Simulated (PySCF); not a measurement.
Structure with atom numbers: `[F:1][SiH:2]1[NH:3][SiH2:4][NH:5][SiH2:6][NH:7]1`; H(Xn) means a hydrogen on atom n. Ha(Si4), Ha(Si6) are cis to F1 on the ring; Hb(Si4), Hb(Si6) are trans to F1 on the ring.

PySCF 2.14.0 with density-fitted response routines calculation with GIAO CAM-B3LYP/pcSseg-1 shieldings and geometry: PBE0-D3(BJ)/def2-SVP; in vacuum, non-relativistic Hamiltonian, single conformer, averaged over atoms made equivalent by symmetry, fast rotation or ring inversion.

Shifts are taken against calculated references (same method and geometry level): TMS for ¹H (31.33 ppm), ²⁹Si (343.41 ppm); ¹⁹F (189.10 ppm) against CFCl3; ¹⁵N (267.29 ppm) vs NH3.

```tsv
atoms	nucleus	count	δ (ppm)
Si2	²⁹Si	1	?
N5	¹⁵N	1	18.3
H(Si2)	¹H	1	4.95
N3/N7	¹⁵N	2	41.0
H(N5)	¹H	1	?
Ha(Si4)/Ha(Si6)	¹H	2	?
F1	¹⁹F	1	-117.3
Si4/Si6	²⁹Si	2	-36.3
Hb(Si4)/Hb(Si6)	¹H	2	5.05
H(N3)/H(N7)	¹H	2	0.11
```

Problem. Complete the table.

Solution. 
- Ha(Si4)/Ha(Si6): 5.25 ppm, hydrogen on a silicon bonded to 2 N, in a 6-membered ring
- H(N5): 0.27 ppm, hydrogen on a nitrogen bonded to 2 Si, in a 6-membered ring; exchangeable, gas-phase position
- Si2: -33.6 ppm, silicon bonded to F, 2 N, H, in a 6-membered ring

Exchangeable OH/NH protons stand at their gas-phase positions; hydrogen bonding in a real sample shifts them, mostly to higher δ. Unscaled 19F shifts against computed CFCl3 carry errors that often reach 10 to 50 ppm. Experimental scales use liquid or dissolved standards, which lie at an offset from isolated NH3 (liquid NH3: subtract about 20 ppm).
